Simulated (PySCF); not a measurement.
## Choosing a basis for TDDFT

CH5B3BrF.
SMILES: `BB(F)CBBr`

TDDFT with PBE0 (PySCF), vertical singlets, core orbitals frozen in the response, spherical d and f functions. Geometry: PBE0-D3(BJ)/def2-SVP, one conformer, isolated molecule. Relativistic effects, spin–orbit coupling among them, are left out although an element past zinc is present.

Problem. Compare 6-31G*, def2-SVP, def2-SVPD, aug-cc-pVDZ, def2-TZVP and def2-TZVPD for this molecule.

Solution. 

| basis | functions | diffuse | S1 (eV) | S2 (eV) | S3 (eV) | S4 (eV) | S5 (eV) | LUMO (eV) | α (au) |
| --- | --- | --- | --- | --- | --- | --- | --- | --- | --- |
| 6-31G* | 112 | no | 4.42 | 4.77 | 5.15 | 5.53 | 5.87 | -1.95 | 62.3 |
| def2-SVP | 127 | no | 4.35 | 4.68 | 5.09 | 5.37 | 5.72 | -2.16 | 63.5 |
| def2-SVPD | 184 | yes | 4.36 | 4.66 | 5.07 | 5.36 | 5.70 | -2.30 | 76.1 |
| aug-cc-pVDZ | 196 | yes | 4.32 | 4.67 | 5.06 | 5.35 | 5.70 | -2.27 | 76.4 |
| def2-TZVP | 233 | no | 4.32 | 4.69 | 5.08 | 5.37 | 5.71 | -2.25 | 72.9 |
| def2-TZVPD | 290 | yes | 4.32 | 4.68 | 5.07 | 5.36 | 5.71 | -2.27 | 76.9 |

States are compared by their number. Against the largest diffuse basis here (def2-TZVPD, itself not a converged limit), sets without diffuse functions differ by up to 0.10 eV in S1 and 0.16 eV in S5; the smaller diffuse sets differ by up to 0.03 and 0.01 eV. State by state, the largest deviation of a set without diffuse functions is S1 0.10, S2 0.09, S3 0.08, S4 0.17, S5 0.16 eV. The same number needn't mean the same state in each row. Against def2-TZVPD the polarisability deviates by -19% in 6-31G*, -17% in def2-SVP, -1% in def2-SVPD, -1% in aug-cc-pVDZ, -5% in def2-TZVP.
